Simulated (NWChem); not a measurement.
**Total energies of HSi (+1)**

```
Si
H 1 1.5419
```
Charge +1, spin multiplicity 1.

All runs are NWChem calculations. The geometry was optimised at PBE/def2-SVP, a minimum by its harmonic frequencies.

Basis set: 3-21G (15 functions).

| method | total energy (Ha) |
|---|---|
| RHF | -287.63016 |
| MP2 | -287.66379 |
| B2PLYP | -288.03062 |
| PBE | -287.99641 |
| B3LYP | -288.17663 |
| LDA (SVWN5) | -286.97751 |
| CCSD(T) | -287.68305 |

Total energies of different functionals aren't comparable as a measure of quality: only differences taken within one method are. 

The correlated methods keep 5 core orbitals frozen. B3LYP has NWChem's definition, with VWN1-RPA local correlation. The structure started from a generated list of species. No row is a measurement; the coupled-cluster row has its own basis-set and correlation limits.
